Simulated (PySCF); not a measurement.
A PySCF script (with the pyscf-properties extension) for the NMR shieldings of triethylaluminum ([CH2](C)[Al]([CH2]C)[CH2]C, C6H15Al), on a PBE0-D3(BJ)/def2-SVP geometry:

```python
import basis_set_exchange as bse
import numpy as np
from pyscf import gto, dft
from pyscf.prop import nmr

atoms = """
C     2.808662    0.519815    0.723583
C     1.975575   -0.217848   -0.328143
Al    0.043903   -0.373673    0.050611
C    -0.891355   -2.068139   -0.328352
C    -2.395773   -2.117370   -0.065040
C    -0.913736    1.183736    0.796856
C    -0.591153    2.537008    0.156725
H     2.811568   -0.009119    1.691152
H     3.864040    0.635718    0.423991
H     2.419663    1.532248    0.920929
H     2.064526    0.308925   -1.299657
H     2.398145   -1.220908   -0.518449
H    -0.676389   -2.329812   -1.383134
H    -0.374025   -2.861769    0.245867
H    -2.940917   -1.367596   -0.661606
H    -2.633873   -1.907895    0.990704
H    -2.838193   -3.099227   -0.304171
H    -0.665254    1.222199    1.876500
H    -2.002097    0.996061    0.768393
H    -1.106395    3.375398    0.655418
H     0.487682    2.761441    0.187953
H    -0.888468    2.571227   -0.904654
"""
names = dict.fromkeys(["C", "Al", "H"], "pcSseg-1")
basis = {el: gto.basis.parse(bse.get_basis(n, elements=[el], fmt="nwchem")) for el, n in names.items()}
mol = gto.M(atom=atoms, basis=basis, charge=0, verbose=0)
mf = dft.RKS(mol, xc="HYB_GGA_XC_B97_2")
mf.grids.level = 2
mf.grids.alignment = dft.numint.BLKSIZE   # the property module wants whole blocks of grid points
mf.conv_tol = 1e-9
mf.kernel()

calc = nmr.RKS(mf)   # GIAO
C = mf.mo_coeff
Co = C[:, mf.mo_occ > 0]
resp = mf.gen_response(singlet=True, hermi=2)
def vind(x):   # induced exchange potential for any number of trial vectors
    d = np.einsum("pi,xij,qj->xpq", C, 2 * x.reshape(-1, C.shape[1], Co.shape[1]), Co, optimize=True)
    return np.einsum("xpq,pi,qj->xij", resp(d - d.transpose(0, 2, 1)), C, Co, optimize=True).ravel()
mo1, _ = nmr.rhf.solve_mo1(calc, with_cphf=vind)
sigma = calc.kernel(mo1)
for i, s in enumerate(sigma):   # ppm
    w = np.linalg.eigvalsh((s + s.T) / 2)
    print("%2d %-2s iso %8.1f  s11 %8.1f  s22 %8.1f  s33 %8.1f" % (i, mol.atom_pure_symbol(i), w.mean(), *w))
```

Task: What does it print?

Result: 
```
 0 C  iso    172.7  s11    164.5  s22    169.3  s33    184.4
 1 C  iso    178.8  s11    169.7  s22    174.6  s33    192.0
 2 Al iso    267.3  s11    225.0  s22    243.8  s33    333.0
 3 C  iso    177.2  s11    160.3  s22    181.3  s33    190.0
 4 C  iso    171.9  s11    164.6  s22    167.8  s33    183.2
 5 C  iso    181.0  s11    170.0  s22    175.6  s33    197.4
 6 C  iso    172.9  s11    164.8  s22    169.4  s33    184.5
 7 H  iso     30.5  s11     26.5  s22     28.5  s33     36.5
 8 H  iso     30.0  s11     24.9  s22     27.4  s33     37.6
 9 H  iso     30.1  s11     25.0  s22     30.2  s33     35.3
10 H  iso     31.4  s11     27.9  s22     29.6  s33     36.6
11 H  iso     31.1  s11     26.4  s22     30.2  s33     36.7
12 H  iso     31.2  s11     26.6  s22     30.5  s33     36.5
13 H  iso     31.2  s11     26.5  s22     30.4  s33     36.7
14 H  iso     30.3  s11     26.1  s22     29.1  s33     35.9
15 H  iso     30.4  s11     26.3  s22     29.1  s33     35.8
16 H  iso     30.0  s11     24.7  s22     27.8  s33     37.6
17 H  iso     31.4  s11     27.7  s22     29.7  s33     36.9
18 H  iso     30.7  s11     25.8  s22     29.9  s33     36.5
19 H  iso     29.9  s11     24.9  s22     27.4  s33     37.5
20 H  iso     30.1  s11     25.0  s22     30.0  s33     35.4
21 H  iso     30.5  s11     26.4  s22     28.5  s33     36.6
```

These numbers come from an equivalent density-fitted implementation of the same equations, which agrees with the script to about 0.01 ppm for H and up to a few tenths of a ppm for heavy atoms, so last digits may differ.

Task: Turn these shieldings into chemical shifts. Shifts are taken against calculated references (same method and geometry level): TMS for $^{13}$C (σ = 183.69 ppm) and $^{1}$H (σ = 31.38 ppm); $^{27}$Al (σ = 495.78 ppm) vs AlH4-.

Result: Averaging equivalent atoms: C 0/4/6: 11.2; C 1/3/5: 4.7; Al 2: 228.5; H 7/8/9/14/15/16/19/20/21: 1.16; H 10/11/12/13/17/18: 0.19 ppm. 

Size and cost of the density-fitted run: 201 basis functions, 46 s wall time on 1 thread of an Arm Neoverse N1, shared host.
